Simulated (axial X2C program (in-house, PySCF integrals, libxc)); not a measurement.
Results of a calculation; reference values are marked as such.
## AsP: input and output

Program: an in-house relativistic program for diatomic molecules.

The run was started with this input:
```json
{
 "zs": [
  33,
  15
 ],
 "q": 0,
 "bas": [
  "dyall-cv3z",
  "dyall-v3z"
 ],
 "levels": [
  "PBE0",
  "HF",
  "PBE50"
 ],
 "cc": true,
 "r0": 2.16,
 "thr": -2.0,
 "nmax": 90,
 "npts": 10,
 "nst": 2,
 "ntry": 6
}
```
```bash
python so2c.py task.json out
```

Keys: zs atomic numbers; q charge; bas basis sets; levels methods; cc coupled cluster on or off; r0 starting distance in Å; thr threshold in hartree for freezing inner shells (an s shell follows its p shell); nmax most natural virtual spinors; npts points on the curve; nst determinants followed; ntry starts of the search. HF also brings MP2.

Output of the PBE50 step, 2c, at R = 1.992 Å for the state Ω = 0. It starts from PBE0 orbitals of this distance.

```
two-component X2C + atomic mean field  PBE50
basis functions 149  fitting functions 881  grid points 5077
iter        total energy     max residual
   1      -2601.895808713     8.72e-02
   2      -2601.899076419     5.43e-03
   3      -2601.899194406     2.17e-03
   4      -2601.899204449     1.22e-03
   5      -2601.899218274     4.39e-04
   6      -2601.899219193     8.65e-05
   7      -2601.899219253     2.83e-05
   8      -2601.899219274     2.06e-05
   9      -2601.899219280     4.78e-06
converged
one-electron -3880.10892346  Coulomb 1254.91829196  exact exchange -52.65519666  xc functional -54.69819085  nuclear repulsion 131.49734910  atomic mean-field constant -0.85254937
```
Energies are in hartree; totals compare only within one Hamiltonian and basis.
